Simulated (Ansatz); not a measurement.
Born–Oppenheimer molecular dynamics of ClH$_{5}$N$_{2}$Si (9 atoms, charge 0, multiplicity 1). It starts from a relaxed structure.

The calculation used RKS PBE0-D4/def2-SVP in Ansatz.

| Quantity | Value |
| --- | --- |
| ensemble | NVE (velocity Verlet) |
| time step | 0.5 fs |
| steps asked | 300 |
| starting velocities drawn for | 1000 K |
| seed | 541083 |

Frames 2.5 fs apart, positions in Å, forces in eV/Å.

Velocities at 50 fs (Å/ps):

```
Si -3.55 0.64 -2.76
H 25.18 -15.61 30.99
N -3.90 3.21 2.11
H 1.61 19.25 -1.10
H 23.52 -12.95 -16.89
N 5.45 0.69 3.01
H 8.02 -5.08 5.03
H 10.65 -22.08 -14.40
Cl 0.24 -1.01 0.06
```

```xyz
9
Properties=species:S:1:pos:R:3:forces:R:3 time_fs=50 energy_less_start_eV=0.608 T=330
Si -0.062 0.065 -0.127 0.71 0.36 0.58
H -0.101 -0.150 1.279 -0.06 -0.18 1.40
N 1.538 0.005 -0.591 1.05 0.39 -0.14
H 2.102 -0.410 0.134 0.69 -0.14 -0.31
H 1.867 -0.033 -1.546 0.26 -0.21 0.20
N -0.689 1.555 -0.479 -1.62 2.88 -1.52
H -1.658 1.857 -0.407 -0.13 -0.61 0.67
H -0.426 2.106 -1.303 0.74 -0.53 0.26
Cl -0.961 -1.518 -0.901 -1.64 -1.95 -1.15
9
Properties=species:S:1:pos:R:3:forces:R:3 time_fs=52.5 energy_less_start_eV=0.543 T=402
Si -0.070 0.066 -0.132 1.02 -0.26 2.67
H -0.041 -0.190 1.378 -0.19 0.21 -0.64
N 1.531 0.014 -0.588 2.08 0.17 -1.91
H 2.127 -0.367 0.127 0.54 -0.14 -0.03
H 1.923 -0.069 -1.560 -0.63 0.03 1.61
N -0.678 1.563 -0.475 -1.16 2.26 -1.24
H -1.646 1.829 -0.377 -0.40 -0.19 0.40
H -0.381 2.037 -1.329 0.37 -0.21 0.23
Cl -0.962 -1.522 -0.902 -1.64 -1.87 -1.10
9
Properties=species:S:1:pos:R:3:forces:R:3 time_fs=55 energy_less_start_eV=0.550 T=393
Si -0.076 0.068 -0.132 1.42 -0.43 3.46
H 0.008 -0.220 1.445 -0.36 0.41 -1.51
N 1.533 0.023 -0.591 2.00 -0.08 0.37
H 2.181 -0.331 0.115 -0.26 0.21 -0.22
H 1.948 -0.105 -1.496 -0.13 -0.03 -0.52
N -0.673 1.580 -0.476 -1.03 1.04 -0.31
H -1.653 1.790 -0.323 0.00 0.17 -0.18
H -0.314 1.956 -1.344 -0.12 0.36 -0.10
Cl -0.966 -1.529 -0.904 -1.52 -1.64 -1.00
9
Properties=species:S:1:pos:R:3:forces:R:3 time_fs=57.5 energy_less_start_eV=0.590 T=350
Si -0.078 0.068 -0.125 1.67 -0.22 3.00
H 0.035 -0.226 1.427 -0.46 0.39 -1.27
N 1.543 0.033 -0.594 1.21 0.15 1.28
H 2.224 -0.285 0.093 -0.34 0.18 0.19
H 1.965 -0.144 -1.460 0.20 -0.21 -1.82
N -0.672 1.602 -0.478 -0.56 -0.01 0.08
H -1.661 1.761 -0.280 0.31 0.44 -0.70
H -0.254 1.894 -1.362 -0.72 0.57 0.09
Cl -0.972 -1.539 -0.909 -1.31 -1.30 -0.85
9
Properties=species:S:1:pos:R:3:forces:R:3 time_fs=60 energy_less_start_eV=0.493 T=457
Si -0.078 0.068 -0.112 1.65 0.26 1.13
H 0.036 -0.209 1.339 -0.41 0.13 0.22
N 1.559 0.043 -0.593 1.34 -0.17 -1.61
H 2.249 -0.228 0.084 0.13 -0.03 0.63
H 1.986 -0.192 -1.511 -0.95 0.31 0.72
N -0.673 1.624 -0.480 0.37 -0.86 0.17
H -1.655 1.758 -0.277 -0.16 0.60 -0.78
H -0.236 1.866 -1.375 -0.94 0.64 0.18
Cl -0.980 -1.552 -0.914 -1.04 -0.88 -0.66
9
Properties=species:S:1:pos:R:3:forces:R:3 time_fs=62.5 energy_less_start_eV=0.453 T=501
Si -0.073 0.069 -0.096 1.55 0.79 -1.45
H 0.013 -0.186 1.268 -0.28 -0.25 2.23
N 1.580 0.052 -0.597 0.78 -0.32 -1.21
H 2.278 -0.172 0.105 -0.12 0.05 0.04
H 1.957 -0.223 -1.531 -0.74 0.33 1.09
N -0.673 1.642 -0.482 0.37 -1.28 0.57
H -1.657 1.789 -0.319 -0.33 0.46 -0.56
H -0.271 1.876 -1.381 -0.52 0.64 -0.28
Cl -0.990 -1.565 -0.921 -0.72 -0.42 -0.43
9
Properties=species:S:1:pos:R:3:forces:R:3 time_fs=65 energy_less_start_eV=0.285 T=686
Si -0.066 0.071 -0.083 1.51 0.72 -1.34
H -0.028 -0.174 1.314 -0.25 -0.10 1.41
N 1.604 0.060 -0.605 -0.81 0.42 1.88
H 2.300 -0.113 0.129 -0.32 0.04 -0.59
H 1.889 -0.240 -1.500 0.46 -0.49 -1.14
N -0.672 1.655 -0.481 -0.49 -0.90 0.21
H -1.674 1.846 -0.392 0.31 -0.02 -0.10
H -0.337 1.922 -1.400 -0.03 0.30 -0.14
Cl -1.002 -1.580 -0.929 -0.36 0.03 -0.18
9
Properties=species:S:1:pos:R:3:forces:R:3 time_fs=67.5 energy_less_start_eV=0.307 T=662
Si -0.055 0.074 -0.073 1.15 0.39 0.20
H -0.083 -0.168 1.439 -0.13 0.24 -0.78
N 1.625 0.069 -0.607 -1.91 0.41 0.82
H 2.308 -0.053 0.123 0.40 -0.20 -0.18
H 1.841 -0.280 -1.520 0.47 -0.33 -0.31
N -0.672 1.664 -0.479 -0.76 -0.22 -0.93
H -1.675 1.902 -0.471 0.37 -0.45 0.55
H -0.405 1.985 -1.424 0.42 -0.28 0.57
Cl -1.014 -1.594 -0.937 -0.02 0.44 0.06
9
Properties=species:S:1:pos:R:3:forces:R:3 time_fs=70 energy_less_start_eV=0.551 T=395
Si -0.042 0.079 -0.062 0.54 0.35 0.68
H -0.145 -0.149 1.524 0.09 0.31 -1.73
N 1.639 0.081 -0.606 -1.96 -0.37 -1.23
H 2.338 -0.004 0.106 0.64 -0.28 0.01
H 1.821 -0.337 -1.553 0.15 0.48 1.65
N -0.676 1.672 -0.481 -0.28 -0.28 -1.00
H -1.659 1.933 -0.518 -0.40 -0.55 0.98
H -0.447 2.034 -1.418 0.94 -0.45 0.38
Cl -1.026 -1.608 -0.945 0.28 0.79 0.26
9
Properties=species:S:1:pos:R:3:forces:R:3 time_fs=72.5 energy_less_start_eV=0.481 T=471
Si -0.027 0.084 -0.050 -0.08 0.52 0.23
H -0.202 -0.112 1.511 0.24 0.18 -1.49
N 1.644 0.090 -0.609 -1.08 -0.12 0.57
H 2.399 0.029 0.084 -0.35 -0.14 -0.62
H 1.811 -0.371 -1.504 0.28 0.05 0.47
N -0.681 1.679 -0.487 -0.09 -0.85 -0.16
H -1.662 1.931 -0.509 -0.49 -0.51 0.89
H -0.435 2.058 -1.393 1.04 -0.19 -0.30
Cl -1.037 -1.621 -0.952 0.54 1.06 0.43
9
Properties=species:S:1:pos:R:3:forces:R:3 time_fs=75 energy_less_start_eV=0.362 T=601
Si -0.013 0.091 -0.038 -0.53 0.80 -1.35
H -0.246 -0.065 1.415 0.18 -0.12 0.06
N 1.644 0.100 -0.609 -0.85 0.61 1.93
H 2.443 0.054 0.031 -0.51 0.02 -0.23
H 1.819 -0.406 -1.432 0.36 -0.88 -1.35
N -0.686 1.682 -0.495 -0.13 -1.14 0.04
H -1.690 1.899 -0.450 0.41 -0.39 0.30
H -0.366 2.069 -1.380 0.31 -0.15 0.05
Cl -1.048 -1.631 -0.959 0.76 1.25 0.56
9
Properties=species:S:1:pos:R:3:forces:R:3 time_fs=77.5 energy_less_start_eV=0.515 T=433
Si 0.000 0.099 -0.029 -0.75 1.00 -3.34
H -0.280 -0.025 1.326 -0.13 -0.44 2.15
N 1.640 0.111 -0.602 -0.63 -0.75 -0.87
H 2.463 0.080 -0.033 0.28 0.16 0.76
H 1.843 -0.481 -1.419 -0.37 0.33 0.35
N -0.692 1.680 -0.501 0.73 -1.55 0.09
H -1.697 1.845 -0.372 0.56 0.04 -0.33
H -0.279 2.071 -1.363 -0.62 -0.16 0.55
Cl -1.057 -1.640 -0.965 0.93 1.38 0.65
```

Of the whole run (150 fs, mean temperature of the second half 493 K): The conserved energy stayed within 0.39 meV per atom of its start (net change 0.15 meV per atom), so the integration is sound. Over the second half the temperature averaged 0.49 of the 1000 K drawn at the start: a run that starts near a minimum puts about half its kinetic energy into the potential. A run of 0.15 ps of so small a system gives no equilibrium averages.

The run took 13 min on 1 thread of Arm Neoverse V2, with other jobs on the host, peak memory 0.17 GiB.
